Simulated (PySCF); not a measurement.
Compound: C6H7NOS (charge +1 and doublet state).
Cartesian coordinates in Å at the GFN2-xTB level; atoms count from 1:
```xyz
16
C6H7NOS angstrom
C      2.6943    0.8701    0.2438
N      1.9037   -0.1626   -0.3556
C      0.5914   -0.2518   -0.2576
C     -0.2305   -1.2600   -0.8157
C     -1.5582   -1.0706   -0.5200
C     -1.7951    0.0704    0.2612
C     -3.0670    0.5807    0.7685
O     -3.1470    1.5869    1.4185
S     -0.3546    0.9311    0.6352
H      2.6707    0.7913    1.3350
H      3.7250    0.7872   -0.0901
H      2.3066    1.8569   -0.0203
H      2.3907   -0.8878   -0.8734
H      0.1556   -2.0755   -1.4009
H     -2.3515   -1.7205   -0.8453
H     -3.9417   -0.0368    0.5052
```

The hyperfine couplings belong to this conformer and change with its torsions.

As a line formula: `C(c1sc(cc1)[NH+]C)=O` [radical] (charge +1).

Theory: UKS B3LYP, pcH-1 on C H N O S, non-relativistic, mean-field spin-orbit, GIAO in PySCF 2.14.0. Geometry: GFN2-xTB, one conformer, isolated ion. GFN2-xTB frequencies show an imaginary mode (95i cm⁻¹), so this geometry is no minimum at that level. A GFN2-xTB geometry isn't a minimum of the functional, and hyperfine couplings can be far from their values at a DFT geometry, by a factor of two or more for some ions and for spin on atoms past the first row. The SCF solution wasn't tested for stability.

Problem. Predict the first-order ENDOR lines of N2, H10/H11/H12, H13, H14 and H15 under fast tumbling at B = 3335.4 mT (W band).

Solution. ν± = |νn ± a/2|, one line for each electron-spin manifold; νn = |g_N| × 7.62259 MHz/T × B.

```csv
nuclei,isotope,g_N,νn (MHz),a_iso (MHz),lower line (MHz),upper line (MHz)
N2,14N,0.4038,10.27,14.90,2.81,17.72
H10/H11/H12,1H,5.5857,142.01,31.86,126.08,157.94
H13,1H,5.5857,142.01,-24.39,129.82,154.21
H14,1H,5.5857,142.01,-19.47,132.28,151.75
H15,1H,5.5857,142.01,4.37,139.83,144.20
```

Problem. Which pairs are centred on the nuclear Larmor frequency, and which on half the coupling?

Solution. Centred on νn, since |a| < 2νn: N2, H10/H11/H12, H13, H14 and H15. No pair has |a| > 2νn.

Means are taken over nuclei equivalent by connectivity, which assumes that they swap fast. The three 1H nuclei of mean +31.9 MHz run from 1.8 to 54.5 MHz in the frozen geometry.

Hardware: one thread, Arm Neoverse V2 (aarch64), no GPU, shared host with 96 logical CPUs at a one-minute load of 37. Cost: 2.1 min wall (grids of density and orbitals included), 1.1 GiB resident at most.

The SMILES draws the unpaired electron on N2; the largest computed Mulliken spin population is on C6 (0.43 against 0.30).
